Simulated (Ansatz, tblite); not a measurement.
Removing an electron: GaH₂Cl. Charge 0, multiplicity 1. Geometry: PBE-D4/def2-TZVP. Ansatz, gas phase; energy differences of separate SCF runs; the oxidised species was run as a doublet alone.

```
atom    x (Å)    y (Å)    z (Å)
 Ga1   0.0556   0.0954   0.1820
  H2   1.5292  -0.1687   0.6385
  H3  -1.0748   0.9484   0.8485
 Cl4  -0.5101  -0.8751  -1.6690
```

The xTB rows come from tblite. Correlated methods freeze 14 core orbitals; core or outer-core shells of Ga are correlated, in sets that lack core-valence functions.

| level | −HOMO (eV) | vertical IE (eV) | −LUMO (eV) | HOMO–LUMO gap (eV) | remarks |
| --- | --- | --- | --- | --- | --- |
| GFN1-xTB | 12.34 | 15.21 | 5.62 | 6.72 | – |
| GFN2-xTB | 12.00 | 15.07 | 7.05 | 4.95 | – |
| HF/def2-TZVPP | – | 10.26 | – | – | – |
| PBE-D4/def2-TZVP | 7.12 | 10.46 | 2.64 | 4.48 | – |
| r2SCAN-D4/def2-TZVP | 7.45 | 10.64 | 2.35 | 5.10 | – |
| PBE0-D4/def2-TZVP | 8.45 | 10.78 | 1.85 | 6.60 | – |
| MP2/def2-TZVPP | – | 11.35 | – | – | – |
| CCSD/def2-TZVPP | – | 11.05 | – | – | large T1 (+1 doublet) |
| CCSD(T)/def2-TZVPP | – | 11.05 | – | – | large T1 (+1 doublet) |

 Raw xTB energy differences between charge states are shifted by several eV; the methods need an empirical correction for them.
